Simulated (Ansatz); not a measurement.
Computed with Ansatz on PBE0-D4/def2-TZVP structures; ΔE is electronic, products minus reactants. CCSD(T)/CBS adds triple-zeta CCSD(T) − MP2 to the extrapolated MP2 energy (def2 sets, frozen cores). Functionals use def2-TZVPP. B3LYP here is the variant with VWN-RPA as its local correlation; programs differ in this. def2 core potentials past Kr. For In outer-core shells are correlated without core-valence functions, which leaves a few kJ/mol of doubt a bond. One conformer a species, not always the lowest.

Reaction (redistribution): `[SiH3][O][In]([Cl])[Cl]` + `C[SiH2]CC=S` → `[SiH3][SiH2]CC=S` + `C[O][In]([Cl])[Cl]`

| level | ΔE (kcal/mol) | difference from CCSD(T)/CBS |
| --- | --- | --- |
| B3LYP-D4 | 45.5 | -2.7 |
| ωB97X-V | 46.1 | -2.1 |
| ωB97M-V | 48.3 | 0.1 |
| B2PLYP | 48.2 | 0.0 |
| PBE | 40.3 | -7.9 |
| r2SCAN | 45.9 | -2.3 |
| PBE0 | 43.6 | -4.6 |
| B3LYP | 46.4 | -1.8 |
| HF/def2-TZVPP | 53.0 | 4.8 |
| CCSD/def2-TZVPP | 48.6 | 0.4 |
| CCSD(T)/def2-TZVPP | 47.6 | -0.6 |
| MP2/def2-QZVPP | 51.4 | 3.2 |
| SCS-MP2/def2-QZVPP | 51.1 | 2.9 |
| HF/CBS(def2) | 53.7 | 5.5 |
| MP2/CBS(def2) | 51.5 | 3.3 |
| CCSD/CBS(def2) | 49.3 | 1.1 |
| CCSD(T)/CBS | 48.2 | 0 |

Largest T1 diagnostic among the species: 0.016.

The D4 term adds −0.9 kcal/mol with B3LYP and −0.5 kcal/mol with PBE0; it sums over pairs of atoms, weighted by their polarisabilities, and B3LYP, whose exchange is more repulsive, gets the larger term. From PBE to PBE0 (25 % exact exchange), in def2-TZVPP and without D4, ΔE moves by +3.3 kcal/mol. In def2-TZVPP, CCSD(T) changes the Hartree–Fock value by −5.5 kcal/mol (the triples alone add −1.1 kcal/mol) and MP2 by −2.2 kcal/mol.
